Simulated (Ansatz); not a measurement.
A search over several starts for the lowest SCF solution of CoF₃ at the given spin, in a small basis.

```yaml
crystal:
  periodic: [false, false, false]
  atoms:
    - {symbol: Co, position_ang: [-0.002899, 0.002808, 0.396931]}
    - {symbol: F, position_ang: [1.588774, -0.026127, -0.120361]}
    - {symbol: F, position_ang: [-0.770939, 1.386650, -0.148033]}
    - {symbol: F, position_ang: [-0.814936, -1.363332, -0.128537]}
basis:
  gaussian: {orbitals: def2-SVP}
magnetization: {spin_polarized: true, initial_magnetization: 0}
hamiltonian: {xc: pbe0, dispersion: d4}
output: {orbitals: {seedname: orbitals}}
```

```sh
$ ansatz run in.yaml --threads 2 --pin off --events-out ev --progress --plain --max-ram 4352MiB
```

Shortened log:

```
Functional definition: PBE0
722 factors; integrals over basis functions are off by at most 4.7e-4 eV
mean field evaluation 1: about -45746.8507 eV, gradient 3.6e1 eV
mean field evaluation 2: about -45697.9205 eV, gradient 1.4e2 eV
mean field evaluation 4: about -45751.0515 eV, gradient 2.5e0 eV
mean field evaluation 8: about -45751.2461 eV, gradient 3.3e-1 eV
mean field evaluation 16: about -45751.2471 eV, gradient 4.5e-4 eV
mean field evaluation 32: about -45751.2864 eV, gradient 7.1e-1 eV
mean field evaluation 64: about -45751.4397 eV, gradient 1.5e0 eV
mean field evaluation 96: about -45751.5226 eV, gradient 1.0e0 eV
mean field evaluation 128: about -45750.1616 eV, gradient 4.7e0 eV
mean field evaluation 160: about -45751.5242 eV, gradient 4.8e-3 eV
mean field -45751.54060994 eV, -1681.3381059073 hartree, gradient 3.5e-6 eV, S^2 1.264947; 13 other end points of the search recorded, 0 dependent functions left out
reference -45751.54066252 eV, -1681.3381078397 hartree; 27, 27 occupied and 46, 46 virtual orbitals, 722 factors
Total energy: -45751.58282611 eV, -1681.3396573227 hartree
```

Hardware: 2 threads of Intel Xeon 6975P-C on a shared host. Wall time 31 s.

Other converged states that the search met: 0.02 eV higher (⟨S²⟩ = 1.15), 0.29 eV higher (⟨S²⟩ = 0.00).

The unrestricted singlet has broken spin symmetry (⟨S²⟩ up to 1.26). At PBE0-D4/def2-TZVP a quintet of charge 0 lies 1.74 eV below the unrestricted singlet, which stands at the restricted singlet's geometry.
